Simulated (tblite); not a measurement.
Input of a run (GFN2-xTB geometry optimisation, gas phase (tblite 0.8.0)), started from a force field or distance geometry:
```
{"job": {"kind": "relax", "xc": "GFN2-xTB", "basis": "xTB"}, "charge": 0, "multiplicity": 1}
O     -2.119500     0.590400     1.963900
C     -1.522700     0.423500     0.911700
C     -1.778600    -0.620500    -0.140900
C     -0.370700    -0.994300    -0.452400
C      0.451200     0.002300    -0.135900
Si     2.282800    -0.107200    -0.384100
F      2.844400    -1.674600    -0.511100
C     -0.328300     1.172100     0.393700
H     -2.372900    -1.450300     0.241700
H     -2.231500    -0.157300    -1.042400
H     -0.054100    -1.956400    -0.847200
H      2.605500     0.633900    -1.604300
H      2.973200     0.587600     0.732200
H      0.209500     1.652700     1.238100
H     -0.592900     1.906300    -0.384900
```

Output (eV, eV/Å):
```
step      E/eV     max force
  0    -675.50636    2.216
  1    -675.59857    3.085
  2    -675.68612    0.725
  3    -675.72304    0.626
  4    -675.75672    0.480
  5    -675.78124    0.450
  6    -675.80309    0.363
  7    -675.81489    0.325
  8    -675.82081    0.200
  9    -675.82494    0.248
 10    -675.83022    0.248
 11    -675.83662    0.241
 12    -675.84287    0.294
 13    -675.84983    0.297
 14    -675.85833    0.312
 15    -675.86899    0.296
 16    -675.88064    0.273
 17    -675.89152    0.263
 18    -675.90153    0.287
 19    -675.91084    0.302
 20    -675.91790    0.299
 21    -675.92282    0.196
 22    -675.92563    0.660
 23    -675.93124    0.191
 24    -675.93718    0.346
 25    -675.94510    0.549
 26    -675.95417    0.595
 27    -675.96389    0.465
 28    -675.97029    0.196
 29    -675.97471    0.150
 30    -675.97719    0.285
 31    -675.97937    0.132
 32    -675.98129    0.122
 33    -675.98406    0.113
 34    -675.98544    0.120
 35    -675.98742    0.126
 36    -675.98884    0.107
 37    -675.99008    0.080
 38    -675.99096    0.071
 39    -675.99153    0.073
 40    -675.99211    0.083
 41    -675.99277    0.076
 42    -675.99435    0.081
 43    -675.99511    0.083
 44    -675.99653    0.112
 45    -675.99783    0.096
 46    -675.99916    0.087
 47    -676.00002    0.090
 48    -676.00088    0.093
 49    -676.00204    0.138
 50    -676.00333    0.099
 51    -676.00445    0.148
 52    -676.00533    0.068
 53    -676.00605    0.058
 54    -676.00658    0.078
 55    -676.00697    0.054
 56    -676.00719    0.039
 57    -676.00736    0.027
 58    -676.00754    0.029
 59    -676.00765    0.021
 60    -676.00772    0.019
 61    -676.00778    0.019
 62    -676.00784    0.018
 63    -676.00791    0.019
 64    -676.00797    0.023
 65    -676.00805    0.026
 66    -676.00816    0.030
 67    -676.00831    0.029
 68    -676.00848    0.030
 69    -676.00863    0.029
 70    -676.00876    0.030
 71    -676.00888    0.041
 72    -676.00901    0.042
 73    -676.00918    0.032
 74    -676.00937    0.033
 75    -676.00958    0.038
 76    -676.00980    0.040
 77    -676.01006    0.042
 78    -676.01042    0.054
 79    -676.01091    0.064
 80    -676.01147    0.051
 81    -676.01188    0.036
 82    -676.01208    0.049
 83    -676.01216    0.087
 84    -676.01243    0.041
 85    -676.01273    0.029
 86    -676.01306    0.030
 87    -676.01327    0.032
 88    -676.01341    0.026
 89    -676.01352    0.024
 90    -676.01366    0.025
 91    -676.01384    0.025
 92    -676.01405    0.034
 93    -676.01420    0.026
 94    -676.01430    0.025
 95    -676.01437    0.017
 96    -676.01444    0.025
 97    -676.01451    0.017
 98    -676.01457    0.013
 99    -676.01460    0.014
100    -676.01463    0.016
101    -676.01467    0.018
102    -676.01472    0.017
103    -676.01478    0.019
104    -676.01484    0.016
105    -676.01489    0.014
106    -676.01491    0.012
107    -676.01493    0.010
```

Summarise the run.

The energy falls by 11.7 kcal/mol over 107 L-BFGS steps, the largest force on an atom goes from 2.22 to 0.010 eV/Å, and the atoms move by 0.515 Å rms after alignment. The bond that changes most is Si6–F7 (fluorine-bound silicon to silicon-bound fluorine), which shortens by 0.059 Å. Bonds longer at the end by more than 0.005 Å: 3 of 15; shorter: 8. Among the angles that change most is H12–Si6–H13, from 106.7° to 114.2°. Among the dihedrals that turn most is O1–C2–C3–H10, from 108° to 59°. The energy never rose by more than 1e-5 eV on the way. The first step brought 18 % of the lowering.

What are the final bond lengths?

O1=C2 1.201 Å, C2–C3 1.517 Å, C3–C4 1.492 Å, C4=C5 1.333 Å, C5–Si6 1.872 Å, Si6–F7 1.611 Å, C5–C8 1.503 Å, C2–C8 1.518 Å, C3–H9 1.093 Å, C3–H10 1.093 Å, C4–H11 1.076 Å, Si6–H12 1.457 Å, Si6–H13 1.456 Å, C8–H14 1.092 Å, C8–H15 1.092 Å. Numbering counts from 1 in the input's order; the species is `O=C1CC=C([SiH2]F)C1`.

The run took 0.7 s of wall time on one thread, Arm Neoverse V1 (aarch64), shared host with 32 logical CPUs at a one-minute load of 23.

Its GFN2-xTB frequencies are all real (lowest 40 cm⁻¹). The numbers are those of one conformer.

These are computed values.
